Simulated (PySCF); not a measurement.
MoH6, SMILES [MoH6], multiplicity 1.

Geometry optimised at PBE0-D3(BJ)/def2-TZVPD. The spin state was assumed, not searched. The def2 effective core potentials stand for the cores of Mo; spin–orbit coupling is left out.

All values below come from B3LYP/def2-TZVPD in PySCF.

Isolated molecule, no solvent.

Problem. Estimate the frontier levels, gap, dipole moment and polarisability. (An estimate is asked for; the answer gives what the named calculation found.)

Solution. 
```
Item                                                                                                           Result
---------------------------------------------------------------------------------------------  ----------------------
highest occupied level                                                                                       -8.63 eV
lowest empty level                                                                                           -8.20 eV
orbital gap                                                                                                   0.43 eV
dipole moment                                                                                                  0.00 D
quadrupole, principal values (traceless, Buckingham form, about the centre of nuclear charge)    0.00, 0.00, 0.00 D·Å
mean static polarisability                                                                       52.9 bohr³ (7.84 Å³)
polarisability, principal values                                                               52.9, 52.9, 52.9 bohr³
```
